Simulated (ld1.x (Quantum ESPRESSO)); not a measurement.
# What the settings do to the TM potential of Mo

Base potential:

molybdenum (Mo), norm-conserving Troullier–Martins (Kleinman–Bylander form), made with ld1.x (Quantum ESPRESSO) 7.5 (LDA (PZ), scalar-relativistic). Core [Kr], reference 4d5 5s0 5p0 (charge +1). Waves: 5p (bound, empty): rc 3.80 bohr; 4d (bound): rc 2.05 bohr; 5s (bound, empty): rc 2.90 bohr. Local part: the s channel. Core correction: a·sin(br)/r model core, default radius (core density twice the valence density).

Cutoffs, loose and tight: the cutoffs (Ry, on a coarse ladder) from which the occupation-weighted sum of valence levels, in a spherical-Bessel basis at the reference potential, stays within 10 and 1 mRy of its value at 400 Ry. They do not see the model core or the augmentation charge, which bear on the density cutoff. Test errors are all-electron minus pseudo excitation energies from the reference, over the configurations 4d5 5s1 5p0; 4d4 5s0 5p0; 4d3 5s0 5p0; 4d5.5 5s0.5 5p0; 4d4 5s2 5p0; 4d2 5s0 5p0; 4d4 5s1 5p0 (two spin-polarised tests are not counted in the largest error). A dash means not determined; rows that change the core or the reference have their own tests.

| change | outcome | cutoff, loose | cutoff, tight | bound ghosts | largest test error (meV) |
| --- | --- | --- | --- | --- | --- |
| base | generated | 40 Ry | 45 Ry | none | -1867 |
| all radii but the core radius scaled by about 0.79 (s 2.28, p 2.98, d 1.62 bohr) | generated | 45 Ry | 50 Ry | none | -1872 |
| all radii but the core radius scaled by about 0.86 (s 2.48, p 3.26, d 1.76 bohr) | generated | 40 Ry | 50 Ry | none | -1904 |
| all radii but the core radius scaled by about 0.93 (s 2.70, p 3.54, d 1.90 bohr) | generated | 40 Ry | 50 Ry | none | -1896 |
| all radii but the core radius scaled by about 1.05 (s 3.04, p 3.98, d 2.14 bohr) | generated | 35 Ry | 40 Ry | none | -1835 |
| all radii but the core radius scaled by about 1.10 (s 3.20, p 4.18, d 2.26 bohr) | generated | 35 Ry | 40 Ry | none | -1791 |
| all radii but the core radius scaled by about 1.19 (s 3.46, p 4.54, d 2.44 bohr) | generated | 35 Ry | 40 Ry | none | -1695 |
| all radii but the core radius scaled by about 1.31 (s 3.78, p 4.96, d 2.68 bohr) | generated | 30 Ry | 35 Ry | none | -1478 |
| all radii but the core radius scaled by about 1.39 (s 4.04, p 5.28, d 2.86 bohr) | generated | 25 Ry | 30 Ry | none | -1212 |

Reading the sweep of the scale of all radii but the core radius (base = 1) (base included, trends over the rows without a ghost): The loose cutoff falls from 45 Ry at 0.79 to 25 Ry at 1.39. A larger radius leaves more room for a smooth pseudo-wave, so fewer plane waves are needed; a smaller one forces it to follow the all-electron wave where it bends sharply. The median size of the test errors (rows with all tests solved) falls from 122.1 meV at 0.79 to 17.2 meV at 1.39, with one reversal. This runs against the usual rule that a larger radius transfers worse; these runs do not show why.
